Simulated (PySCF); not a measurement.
**Ionisation energy of Ti²⁰⁺ by level of theory**

Ti²⁰⁺ 1s2 (1S) → Ti²¹⁺ 1s1 (2S), as a difference of total energies. All numbers are calculated (PySCF 2.14, scalar relativity by spin-free X2C-1e, in an even-tempered Gaussian basis (20 s from 18 bohr⁻², ratio 2; 7 p from 28 bohr⁻², ratio 2.2; 4 d from 85 bohr⁻², ratio 2.2; 4 f from 130 bohr⁻², ratio 2.2; 3 g from 190 bohr⁻², ratio 2.2; 2 h from 290 bohr⁻², ratio 2.2)). Correlated levels: nothing frozen; virtual orbitals above 40 to 60 times the deepest correlated orbital energy dropped. The calculations carry no spin-orbit coupling.

```tsv
method	ionisation energy (eV)
UHF	6251.6
LDA	6230.9
PBE	6249.5
PBE0	6250.3
r2SCAN	6253.1
MN15	6257.9
PBEsol	6241.9
MP2 (all electrons)	6252.9
SCS-MP2 (all electrons)	6253.1
```

For comparison: 6249.0 eV (theoretical estimate listed by NIST; NIST Atomic Spectra Database, ionization energies).
